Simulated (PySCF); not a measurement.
One of the candidates below gave these computed data.

All candidates are C5H9NOSi.

| technique | computed result |
| --- | --- |
| Triplet | lowest triplet excitation (Tamm–Dancoff): 6.55 eV [TDA wB97X-D/def2-SVPD] |
| Rotational structure | rotational constants A, B, C: 2.568, 1.462, 1.358 GHz [GFN2-xTB] |
| Polarisability | 85.3 au [wB97X-D/def2-SVPD] |
| UV, first state | lowest singlet excitation: 7.50 eV (165 nm, f = 0.003) [TDDFT wB97X-D/def2-SVPD] |
| UV, strongest line | among the 8 lowest singlet transitions: S3 at 7.86 eV (158 nm, f = 0.031) [TDDFT wB97X-D/def2-SVPD] |
| Dipole | 4.06 D [wB97X-D/def2-SVPD] |

Electronic properties: PySCF, gas phase, density fitting. Levels stand in brackets. The structure is a single GFN2-xTB conformer in the gas phase; no vibrational or solvent corrections.

**Question.** Which candidate is it?
A. `C[Si@@H]1CC[C@@H](C#N)O1`
B. `C=C1CN[SiH2]C(=O)C1`
C. `C[C@]1(C#N)CC[SiH2]O1`

**Answer.** C. It is `C[C@]1(C#N)CC[SiH2]O1`. Numbering: `[CH3:1][C@:2]1([C:3]#[N:4])[CH2:5][CH2:6][SiH2:7][O:8]1`. Its formula, C5H9NOSi, gives 3 degrees of unsaturation: 1 ring and 2 π bonds in the structure found. The optimised geometry has point group C1 and is an asymmetric top.

The others, at the same levels:
- `C=C1CN[SiH2]C(=O)C1` fails: its computed lowest singlet excitation is 3.45 eV (359 nm, f = 0.001) (against 7.50 eV), lowest triplet excitation (Tamm–Dancoff) is 2.85 eV (against 6.55 eV) and strongest line among the 8 lowest singlet transitions is S4 at 6.29 eV (197 nm, f = 0.100) (against S3 at 7.86 eV).
- `C[Si@@H]1CC[C@@H](C#N)O1` fails: its computed strongest line among the 8 lowest singlet transitions is S6 at 8.39 eV (148 nm, f = 0.058) (against S3 at 7.86 eV), rotational constant A is 3.487 GHz (against 2.568 GHz) and smallest rotational constant is 1.110 GHz (against 1.358 GHz).
